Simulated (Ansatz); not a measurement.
Species: C$_{3}$H$_{4}$B, charge 0, multiplicity 2. It need not be the lowest isomer of its formula. 
Geometry from a B3LYP-D3(BJ)/def2-TZVP (Ansatz, a program for electronic structure) optimisation:
SMILES: C(#C)[B]C
```xyz
8

C      2.0912    -0.0194     0.0635
C      0.8755    -0.1397     0.0598
B     -0.5482    -0.4144     0.0909
C     -1.9101     0.2595    -0.1308
H      3.1510     0.0658     0.0731
H     -2.0844     0.9257     0.7254
H     -1.9070     0.9008    -1.0195
H     -2.7586    -0.4227    -0.1883
```
Charge 0, spin multiplicity 2.

Basis-set convergence of Hartree-Fock and MP2 correlation energies (hartree) with Ansatz. Cores are frozen in the correlated levels unless marked. Open shells are spin-unrestricted. No spin-orbit coupling. Non-relativistic.

The UHF reference is spin-contaminated (<S^2> 0.17 over the pure value in the largest basis). 

| basis | functions | E(HF) | E(corr, MP2) |
|---|---|---|---|
| cc-pVDZ | 76 | -140.51725 | -0.43490 |
| cc-pVTZ | 176 | -140.55528 | -0.53352 |
| cc-pVQZ | 340 | -140.56402 | -0.56798 |

Extrapolating the two largest sets (X = 3 and 4) as X^-3: E(corr) = (64·(-0.56798) - 27·(-0.53352))/37 = -0.5931 Eh, an estimate of the basis-set limit. The largest set recovers 95.8 % of it, the smallest 73.3 %.
